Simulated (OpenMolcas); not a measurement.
A calculation on Pt II.

```yaml
Program: OpenMolcas
Method: CASSCF
Basis: ANO-RCC-VQZP [9s8p6d4f2g1h]
Scalar_Hamiltonian: DKH2, point nucleus
Active_space: 9 electrons in 5 orbitals (5d)
State_averaging: 2S+1 = 2 even, 5 roots
Spin-orbit_coupling: state interaction with AMFI integrals over the reference wave functions, term energies averaged over their components
```

Problem. Which level of the active space comes out lowest?

Solution. 5d⁹ ²D_5/2, with 100 % of that term.

Problem. How high does 5d⁹ ²D_3/2 lie?

Solution. 10482 cm⁻¹ above the lowest level.

Without dynamic correlation excited terms often stand tens of per cent too high (terms of higher spin than the ground term too low), and those without a measured partner can miss by more than the paired ones. Levels of configurations outside the active space are missing.
